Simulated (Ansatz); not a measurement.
Input for Ansatz (an electronic-structure program):
Ansatz 0.2 input:
```yaml
crystal:
  periodic: [false, false, false]
  atoms:
    - {symbol: B, position_ang: [-1.11910595, 0.43366543, 0.05067460]}
    - {symbol: Cl, position_ang: [0.44881581, -0.11025720, -0.01488399]}
    - {symbol: H, position_ang: [-2.03433907, -0.29395469, -0.00034516]}
basis:
  gaussian:
    orbitals: def2-SVP
magnetization: {spin_polarized: true, initial_magnetization: 1}
correlation: {method: mp2}
```

Problem. What does this run give for the MP2 correlation energy, number of basis functions, SCF-reference <S^2>, total energy?

Solution. 
| Quantity | Value |
|---|---|
| MP2 correlation energy | -0.1975 Eh |
| number of basis functions | 37 |
| SCF-reference <S^2> | 0.754 |
| total energy | -484.7592 Eh |
